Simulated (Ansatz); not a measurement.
A nudged elastic band was laid between two geometries of BrGeH5OSi (9 atoms, charge 0, multiplicity 1).

The calculation used Ansatz, RKS PBE0/def2-SVP.

```yaml
movable_images: 7
climbing_image: yes
spring: 5.0 eV/Å²
optimiser: quadratic models (default)
start_path: through a guess of the saddle point
force_threshold: 0.03 eV/Å
iteration_limit: 51
end_points: relaxed
```

Initial state:

```xyz
9
Properties=species:S:1:pos:R:3
O 0.309 0.973 -1.750
Ge -0.483 0.681 -0.187
Si 0.755 -1.041 0.892
Br -2.636 -0.129 -0.571
H -0.150 1.623 -2.295
H -0.694 2.017 0.555
H 2.151 -0.578 1.150
H 0.758 -2.238 0.005
H 0.079 -1.354 2.185
```

Final state:

```xyz
9
Properties=species:S:1:pos:R:3
O 0.132 1.451 -1.131
Ge -0.743 0.998 0.869
Si 0.695 -1.013 0.918
Br -2.471 -0.194 -0.367
H -0.316 0.782 -1.679
H -0.207 2.302 -1.443
H 2.065 -0.720 1.457
H 0.861 -1.608 -0.449
H 0.071 -2.044 1.808
```

(1) What changes between the two ends?

(2) What energy profile does the band end with?

(3) What is the geometry of the highest image?

(4) What are the harmonic wavenumbers there?

Results:

(1) Bonds broken: Ge2–H6. Bonds formed: O1–H6.

(2) The forces met the threshold. The highest image is number 4 of 0 to 8, 2.38 eV above the first end and 1.70 eV above the last; the last end lies 0.68 eV above the first. A vibrational analysis at the climbing image gives one clearly imaginary mode, 1401i cm⁻¹: a first-order saddle point. The orbitals stay closed-shell, which can raise the energy where a bond breaks towards radicals; this wasn't checked here.

| image | path coordinate (Å) | energy (eV) | Ge2–H6 (Å) | O1–H6 (Å) |
| --- | --- | --- | --- | --- |
| 0 | 0.00 | 0.00 | 1.54 | 2.72 |
| 1 | 0.50 | 0.01 | 1.54 | 2.72 |
| 2 | 1.00 | 0.20 | 1.54 | 2.49 |
| 3 | 1.49 | 1.23 | 1.53 | 1.98 |
| 4 | 1.99 | 2.38 | 1.62 | 1.43 |
| 5 | 2.50 | 1.19 | 2.03 | 1.00 |
| 6 | 3.01 | 0.78 | 2.51 | 0.97 |
| 7 | 3.51 | 0.69 | 2.70 | 0.97 |
| 8 | 4.02 | 0.68 | 2.71 | 0.97 |

(3) 
```xyz
9
Properties=species:S:1:pos:R:3
O 0.314 1.308 -1.513
Ge -0.566 0.816 0.217
Si 0.687 -1.082 1.015
Br -2.576 -0.174 -0.485
H -0.343 1.269 -2.226
H -0.226 2.206 -0.538
H 2.027 -0.636 1.502
H 0.843 -2.038 -0.122
H -0.071 -1.715 2.134
```

(4) 1401i, 78, 89, 112, 134, 278, 316, 343, 473, 494, 509, 741, 838, 911, 923, 930, 1907, 2227, 2246, 2250, 3811 cm⁻¹.

Run time: 4.5 min on 2 threads of Intel(R) Xeon(R) Platinum 8488C (Sapphire Rapids), with other jobs on the host, peak memory 0.36 GiB.
